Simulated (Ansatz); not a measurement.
Ansatz (a first-principles code) input (B3LYP-D3(BJ)/def2-TZVP):

Ansatz 0.2 input:
```yaml
crystal:
  periodic: [false, false, false]
  atoms:
    - {symbol: Si, position_ang: [0.05636121, -1.09808118, -0.99615420]}
    - {symbol: N, position_ang: [-0.83121139, -0.40832930, 0.40477101]}
    - {symbol: Si, position_ang: [-2.51069554, -0.34992241, 0.32365284]}
    - {symbol: O, position_ang: [1.68753954, -0.61335498, -0.57955299]}
    - {symbol: Si, position_ang: [2.54347563, 0.51349445, 0.09217410]}
    - {symbol: H, position_ang: [-0.17081108, 0.03253263, -1.98371253]}
    - {symbol: H, position_ang: [-0.35420904, 0.30968997, 0.93717500]}
    - {symbol: H, position_ang: [-3.16640799, 0.66329718, -0.54766956]}
    - {symbol: H, position_ang: [-2.95709575, -1.65580478, -0.16626234]}
    - {symbol: H, position_ang: [-3.05604301, -0.06480010, 1.67219183]}
    - {symbol: H, position_ang: [2.30159607, 0.65706597, 1.54695237]}
    - {symbol: H, position_ang: [2.36196076, 1.86858035, -0.47751017]}
    - {symbol: H, position_ang: [3.95813618, 0.13490696, -0.09958623]}
basis:
  gaussian:
    orbitals: def2-TZVP
hamiltonian:
  xc: b3lyp
  dispersion: d3bj
total_charge: -1
relax: {f_tol: 0.002, max_steps: 150}
```

Output:

```
Functional definition: B3LYP
integrals: 0.17 GiB planned
1441 factors; their error is unknown
0.30 GiB of the device are held for the grids
1.24 GiB of device memory are held for the factors and their scratch space
mean field: 1.10 GiB planned
mean field evaluation 1: about -27301.5300 eV, gradient 5.9e1 eV
mean field evaluation 2: about -27287.8261 eV, gradient 9.9e1 eV
mean field evaluation 4: about -27307.5980 eV, gradient 3.7e0 eV
mean field evaluation 8: about -27307.7117 eV, gradient 1.9e-1 eV
mean field evaluation 16: about -27307.7117 eV, gradient 1.7e-5 eV
mean field -27307.71169641 eV, -1003.5398950112 hartree, gradient 1.7e-5 eV, S^2 0.000000; 0 other end points of the search recorded, 0 dependent functions left out
the calculation of the forces begins
reference -27307.71202498 eV, -1003.5399070860 hartree; 33, 33 occupied and 188, 188 virtual orbitals, 1441 factors
relax step   1: F+E_penalty+E_count = -27308.31491327 eV  Δ(F+E_penalty+E_count) = +0.000e0 eV  max|allowed force component| = 9.519e-1 eV/Å  Δτ_max = 0.0000 Å  (28 SCF iters, accepted)
these checks for a lower state are left out or cut short: starts, cluster_reference, orbital_swaps, neighbouring_geometries, increment
integrals: 0.17 GiB planned
1441 factors; their error is unknown
0.29 GiB of the device are held for the grids
1.24 GiB of device memory are held for the factors and their scratch space
mean field: 1.09 GiB planned
mean field -27307.85987773 eV, -1003.5453405742 hartree, gradient 2.5e-5 eV, S^2 0.000000; 0 other end points of the search recorded, 0 dependent functions left out
the calculation of the forces begins
reference -27307.86020744 eV, -1003.5453526910 hartree; 33, 33 occupied and 188, 188 virtual orbitals, 1441 factors
relax step   2: F+E_penalty+E_count = -27308.46058381 eV  Δ(F+E_penalty+E_count) = -1.457e-1 eV  max|allowed force component| = 4.735e-1 eV/Å  Δτ_max = 0.1536 Å  (29 SCF iters, accepted)
these checks for a lower state are left out or cut short: starts, cluster_reference, orbital_swaps, neighbouring_geometries, increment
integrals: 0.17 GiB planned
1441 factors; their error is unknown
0.29 GiB of the device are held for the grids
1.24 GiB of device memory are held for the factors and their scratch space
mean field: 1.09 GiB planned
mean field -27307.92296526 eV, -1003.5476589984 hartree, gradient 1.4e-5 eV, S^2 0.000000; 0 other end points of the search recorded, 0 dependent functions left out
the calculation of the forces begins
reference -27307.92329659 eV, -1003.5476711744 hartree; 33, 33 occupied and 188, 188 virtual orbitals, 1441 factors
relax step   3: F+E_penalty+E_count = -27308.52016364 eV  Δ(F+E_penalty+E_count) = -5.958e-2 eV  max|allowed force component| = 3.003e-1 eV/Å  Δτ_max = 0.1939 Å  (30 SCF iters, accepted)
these checks for a lower state are left out or cut short: starts, cluster_reference, orbital_swaps, neighbouring_geometries, increment
integrals: 0.17 GiB planned
1441 factors; their error is unknown
0.29 GiB of the device are held for the grids
1.24 GiB of device memory are held for the factors and their scratch space
mean field: 1.09 GiB planned
mean field evaluation 32: about -27307.8762 eV, gradient 1.6e-1 eV
mean field -27307.95570890 eV, -1003.5488623050 hartree, gradient 7.2e-6 eV, S^2 0.000000; 0 other end points of the search recorded, 0 dependent functions left out
the calculation of the forces begins
reference -27307.95604261 eV, -1003.5488745685 hartree; 33, 33 occupied and 188, 188 virtual orbitals, 1441 factors
relax step   4: F+E_penalty+E_count = -27308.54912142 eV  Δ(F+E_penalty+E_count) = -2.896e-2 eV  max|allowed force component| = 3.686e-1 eV/Å  Δτ_max = 0.1922 Å  (30 SCF iters, accepted)
these checks for a lower state are left out or cut short: starts, cluster_reference, orbital_swaps, neighbouring_geometries, increment
integrals: 0.17 GiB planned
1441 factors; their error is unknown
[...]
1441 factors; their error is unknown
0.29 GiB of the device are held for the grids
1.25 GiB of device memory are held for the factors and their scratch space
mean field: 1.11 GiB planned
mean field -27308.05965542 eV, -1003.5526822692 hartree, gradient 1.1e-5 eV, S^2 0.000000; 0 other end points of the search recorded, 0 dependent functions left out
the calculation of the forces begins
reference -27308.05998202 eV, -1003.5526942715 hartree; 33, 33 occupied and 188, 188 virtual orbitals, 1441 factors
relax step  30: F+E_penalty+E_count = -27308.68292764 eV  Δ(F+E_penalty+E_count) = -1.554e-5 eV  max|allowed force component| = 6.279e-3 eV/Å  Δτ_max = 0.0037 Å  (24 SCF iters, accepted)
these checks for a lower state are left out or cut short: starts, cluster_reference, orbital_swaps, neighbouring_geometries, increment
integrals: 0.17 GiB planned
1441 factors; their error is unknown
0.29 GiB of the device are held for the grids
1.25 GiB of device memory are held for the factors and their scratch space
mean field: 1.11 GiB planned
mean field -27308.05958888 eV, -1003.5526798238 hartree, gradient 1.5e-5 eV, S^2 0.000000; 0 other end points of the search recorded, 0 dependent functions left out
the calculation of the forces begins
reference -27308.05991552 eV, -1003.5526918275 hartree; 33, 33 occupied and 188, 188 virtual orbitals, 1441 factors
relax step  31: F+E_penalty+E_count = -27308.68294000 eV  Δ(F+E_penalty+E_count) = -1.236e-5 eV  max|allowed force component| = 4.193e-3 eV/Å  Δτ_max = 0.0042 Å  (24 SCF iters, accepted)
these checks for a lower state are left out or cut short: starts, cluster_reference, orbital_swaps, neighbouring_geometries, increment
integrals: 0.17 GiB planned
1441 factors; their error is unknown
0.29 GiB of the device are held for the grids
1.25 GiB of device memory are held for the factors and their scratch space
mean field: 1.10 GiB planned
mean field evaluation 224: about -27307.9804 eV, gradient 3.7e-1 eV
mean field -27308.05946611 eV, -1003.5526753121 hartree, gradient 7.4e-6 eV, S^2 0.000000; 0 other end points of the search recorded, 0 dependent functions left out
the calculation of the forces begins
reference -27308.05979286 eV, -1003.5526873198 hartree; 33, 33 occupied and 188, 188 virtual orbitals, 1441 factors
relax step  32: F+E_penalty+E_count = -27308.68295277 eV  Δ(F+E_penalty+E_count) = -1.277e-5 eV  max|allowed force component| = 6.743e-3 eV/Å  Δτ_max = 0.0093 Å  (32 SCF iters, accepted)
these checks for a lower state are left out or cut short: starts, cluster_reference, orbital_swaps, neighbouring_geometries, increment
integrals: 0.17 GiB planned
1441 factors; their error is unknown
0.29 GiB of the device are held for the grids
1.25 GiB of device memory are held for the factors and their scratch space
mean field: 1.11 GiB planned
mean field -27308.05937514 eV, -1003.5526719691 hartree, gradient 7.4e-6 eV, S^2 0.000000; 0 other end points of the search recorded, 0 dependent functions left out
the calculation of the forces begins
reference -27308.05970202 eV, -1003.5526839815 hartree; 33, 33 occupied and 188, 188 virtual orbitals, 1441 factors
relax step  33: F+E_penalty+E_count = -27308.68296241 eV  Δ(F+E_penalty+E_count) = -9.635e-6 eV  max|allowed force component| = 7.097e-3 eV/Å  Δτ_max = 0.0099 Å  (32 SCF iters, accepted)
these checks for a lower state are left out or cut short: starts, cluster_reference, orbital_swaps, neighbouring_geometries, increment
integrals: 0.17 GiB planned
1441 factors; their error is unknown
0.29 GiB of the device are held for the grids
1.25 GiB of device memory are held for the factors and their scratch space
mean field: 1.11 GiB planned
mean field -27308.05935542 eV, -1003.5526712444 hartree, gradient 1.3e-5 eV, S^2 0.000000; 0 other end points of the search recorded, 0 dependent functions left out
the calculation of the forces begins
reference -27308.05968237 eV, -1003.5526832595 hartree; 33, 33 occupied and 188, 188 virtual orbitals, 1441 factors
relax step  34: F+E_penalty+E_count = -27308.68296832 eV  Δ(F+E_penalty+E_count) = -5.914e-6 eV  max|allowed force component| = 3.672e-3 eV/Å  Δτ_max = 0.0053 Å  (25 SCF iters, accepted)
these checks for a lower state are left out or cut short: starts, cluster_reference, orbital_swaps, neighbouring_geometries, increment
integrals: 0.17 GiB planned
1441 factors; their error is unknown
0.29 GiB of the device are held for the grids
1.25 GiB of device memory are held for the factors and their scratch space
mean field: 1.11 GiB planned
mean field -27308.05939062 eV, -1003.5526725379 hartree, gradient 1.9e-5 eV, S^2 0.000000; 0 other end points of the search recorded, 0 dependent functions left out
the calculation of the forces begins
reference -27308.05971761 eV, -1003.5526845544 hartree; 33, 33 occupied and 188, 188 virtual orbitals, 1441 factors
relax step  35: F+E_penalty+E_count = -27308.68297201 eV  Δ(F+E_penalty+E_count) = -3.693e-6 eV  max|allowed force component| = 3.561e-3 eV/Å  Δτ_max = 0.0032 Å  (24 SCF iters, accepted)
these checks for a lower state are left out or cut short: starts, cluster_reference, orbital_swaps, neighbouring_geometries, increment
integrals: 0.17 GiB planned
1441 factors; their error is unknown
0.29 GiB of the device are held for the grids
1.25 GiB of device memory are held for the factors and their scratch space
mean field: 1.11 GiB planned
mean field -27308.05947981 eV, -1003.5526758156 hartree, gradient 1.1e-5 eV, S^2 0.000000; 0 other end points of the search recorded, 0 dependent functions left out
the calculation of the forces begins
reference -27308.05980682 eV, -1003.5526878329 hartree; 33, 33 occupied and 188, 188 virtual orbitals, 1441 factors
relax step  36: F+E_penalty+E_count = -27308.68297453 eV  Δ(F+E_penalty+E_count) = -2.522e-6 eV  max|allowed force component| = 3.940e-3 eV/Å  Δτ_max = 0.0028 Å  (24 SCF iters, accepted)
these checks for a lower state are left out or cut short: starts, cluster_reference, orbital_swaps, neighbouring_geometries, increment
integrals: 0.17 GiB planned
1441 factors; their error is unknown
0.29 GiB of the device are held for the grids
1.25 GiB of device memory are held for the factors and their scratch space
mean field: 1.11 GiB planned
mean field evaluation 256: about -27307.9809 eV, gradient 2.8e-1 eV
mean field -27308.05961265 eV, -1003.5526806971 hartree, gradient 1.8e-5 eV, S^2 0.000000; 0 other end points of the search recorded, 0 dependent functions left out
the calculation of the forces begins
reference -27308.05993965 eV, -1003.5526927142 hartree; 33, 33 occupied and 188, 188 virtual orbitals, 1441 factors
relax step  37: F+E_penalty+E_count = -27308.68297593 eV  Δ(F+E_penalty+E_count) = -1.398e-6 eV  max|allowed force component| = 3.845e-3 eV/Å  Δτ_max = 0.0048 Å  (24 SCF iters, accepted)
these checks for a lower state are left out or cut short: starts, cluster_reference, orbital_swaps, neighbouring_geometries, increment
integrals: 0.17 GiB planned
1441 factors; their error is unknown
0.29 GiB of the device are held for the grids
1.25 GiB of device memory are held for the factors and their scratch space
mean field: 1.11 GiB planned
mean field -27308.05966633 eV, -1003.5526826698 hartree, gradient 5.8e-6 eV, S^2 0.000000; 0 other end points of the search recorded, 0 dependent functions left out
the calculation of the forces begins
reference -27308.05999336 eV, -1003.5526946880 hartree; 33, 33 occupied and 188, 188 virtual orbitals, 1441 factors
relax step  38: F+E_penalty+E_count = -27308.68297694 eV  Δ(F+E_penalty+E_count) = -1.003e-6 eV  max|allowed force component| = 1.735e-3 eV/Å  Δτ_max = 0.0016 Å  (23 SCF iters, accepted)
integrals: 0.17 GiB planned
1441 factors; their error is unknown
0.29 GiB of the device are held for the grids
1.25 GiB of device memory are held for the factors and their scratch space
mean field: 1.11 GiB planned
mean field -27308.05966633 eV, -1003.5526826698 hartree, gradient 6.3e-6 eV, S^2 0.000000; 1 other end points of the search recorded, 0 dependent functions left out
the calculation of the forces begins
reference -27308.05999336 eV, -1003.5526946880 hartree; 33, 33 occupied and 188, 188 virtual orbitals, 1441 factors
Total energy: -27308.68330397 eV, -1003.5756009304 hartree
Atom 0 at    -0.023501    -0.583273    -1.699772 Å, force    -0.001484    -0.001424    -0.001045 eV/Å
Atom 1 at    -0.935503     0.316106    -0.381761 Å, force     0.000957     0.000043    -0.001617 eV/Å
Atom 2 at    -2.170830    -0.367989     0.561089 Å, force    -0.000504    -0.000194     0.000888 eV/Å
Atom 3 at     1.575210    -0.681897    -0.942617 Å, force     0.001215     0.001252     0.001735 eV/Å
Atom 4 at     2.221877     0.068916     0.322568 Å, force    -0.000064    -0.001249    -0.001304 eV/Å
Atom 5 at     0.274326     0.694131    -2.529613 Å, force    -0.000187     0.000278     0.000659 eV/Å
Atom 6 at    -0.756064     1.301263    -0.241109 Å, force    -0.000193     0.000897     0.000578 eV/Å
Atom 7 at    -3.471869    -0.616452    -0.137773 Å, force     0.000216    -0.000106    -0.000084 eV/Å
Atom 8 at    -1.803856    -1.679950     1.162756 Å, force    -0.000226     0.000008    -0.000223 eV/Å
Atom 9 at    -2.515104     0.549694     1.695057 Å, force     0.000068    -0.000005    -0.000075 eV/Å
Atom 10 at     1.696944    -0.375585     1.647343 Å, force    -0.000017     0.000078     0.000328 eV/Å
Atom 11 at     2.076466     1.558432     0.303556 Å, force     0.000131     0.000278     0.000075 eV/Å
Atom 12 at     3.694500    -0.194122     0.366744 Å, force     0.000086     0.000143     0.000084 eV/Å
Dipole moment:     0.037875     0.418142     0.673230 e Å
```

It need not be the lowest isomer of its formula. Whether it binds its extra electron was not tested at this geometry.
